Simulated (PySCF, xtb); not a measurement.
Zn(Me) (CH3Zn), SMILES [CH3][Zn+], charge +1.

GFN2-xTB (xtb 6.7.1) at its own geometry gives an orbital gap of 4.01 eV.

Geometry optimised at B3LYP-D3(BJ)/def2-TZVP. The spin state was assumed, not searched. The isomer is the one that the SMILES or the coordinates give; other isomers of the formula were not compared.

Q: What does M06-2X/def2-TZVPD (PySCF) give? (The exact figures need the calculation; the answer reports its results.)

A: gap 6.79 eV (levels -15.52 and -8.74 eV).
